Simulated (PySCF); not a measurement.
An unknown shows these calculated signals:

1H NMR (300 MHz, computed): δ 5.91 (br s, 1H), 5.64 (br s, 1H), 2.88 (m, 2H), 1.27 (m, 2H), 0.27 (s, 6H).

13C{1H} NMR (computed): δ 169.3 (C), 131.5 (CH2), 32.0 (CH2), 12.4 (CH2), 0.5 (CH3).

How the numbers were obtained: geometry: GFN2-xTB, σ from GIAO-PBE0/pcSseg-1, in PySCF (averaged over atoms made equivalent by symmetry, fast rotation or ring inversion, isolated molecule, relativity neglected, a single conformation).

References, each an isolated molecule treated in the same way: 1H (31.72 ppm), 13C (186.93 ppm) vs TMS.

Which of these does the molecule contain: a Si–CH3 group, an S-methyl group, a tert-butyl group, a methoxy group, a non-aromatic C=C double bond?

Answers


- A Si–CH3 group: yes (δC 0.5; δH 0.27 (s)).
- An S-methyl group: no.
- A tert-butyl group: no.
- A methoxy group: no.
- A non-aromatic C=C double bond: yes.

The data belong to `C=C1CC[Si]1(C)C`, C6H12Si; they needn't prove each group on their own.

Carbon signals by region: 1 in the far downfield region (above 160 ppm), 1 in the sp2 and nitrile region (100–160 ppm), 3 below 50 ppm. Above 160 ppm: 169.3, fully substituted alkene carbon.

Shifts are as computed. Against solution values, carbons near 30 ppm lie about +3 ppm off and those near 130 ppm about +5 ppm. Of 1309 compounds with measured shifts, 239 miss one by over three times the rms of a fit or turn the order of signals round; such compounds aren't used in these exercises. No couplings were computed; multiplicities are counted from neighbouring protons, with m where these are inequivalent, close in shift, in a saturated or five-membered ring or joined by F or P, and br s for small geminal =CH2 splittings.
